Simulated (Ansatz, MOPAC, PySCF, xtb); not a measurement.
Noncovalent pair: C2H4 (SMILES C=C) (first 6 atoms) with H4OSi (SMILES O[SiH3]); geometry from B3LYP-D3(BJ)/def2-TZVP, rigid monomers moved along the line of their centres of mass till H4···O7 is 2.43 Å.
(charge 0, multiplicity 1):
```xyz
12

C     -0.3552    -0.4689    -0.0182
C      0.4663     0.5705     0.0029
H     -1.1645    -0.5394    -0.7351
H     -0.2469    -1.2837     0.6863
H      1.2720     0.6355     0.7235
H      0.3667     1.3942    -0.6938
O      0.6957    -0.9449     2.8992
Si    -0.3177     0.2481     3.4407
H      1.5675    -1.0133     3.2951
H     -0.4187     0.2170     4.9220
H     -1.6350    -0.0257     2.8387
H      0.1557     1.5948     3.0411
```

Monomers are frozen at their geometry in the pair; levels with a basis set take the counterpoise correction. Rows marked so take none.

Rows in 6-31G* carry no dispersion term and start afresh at each structure (6-31G* with six Cartesian d functions). MP2/6-31G* freezes PySCF's default core. The state reached by PM3 isn't checked.

Codes used: Ansatz (an electronic-structure program); MOPAC for PM3 (differences of heats of formation); PySCF for 6-31G* rows, the dispersion terms; xtb for the GFN methods. Values without a source in brackets are computed.

```
level                           interaction energy (kJ/mol)
------------------------------  ---------------------------
PM3                                                     5.1
GFN1-xTB                                               -5.1
GFN2-xTB                                               -1.6
HF/6-31G* (no counterpoise)                             4.6
B3LYP/6-31G*                                            7.5
B3LYP/6-31G* (no counterpoise)                          [?]
B3LYP-D3(BJ)/def2-TZVPPD                               -6.0
B3LYP-D4/def2-TZVPPD                                   -5.5
MP2/6-31G* (no counterpoise)                           -6.0
```

Question: Some entries are withheld; supply them.

Answer: 
- B3LYP/6-31G* (no counterpoise), interaction energy (kJ/mol): 0.2
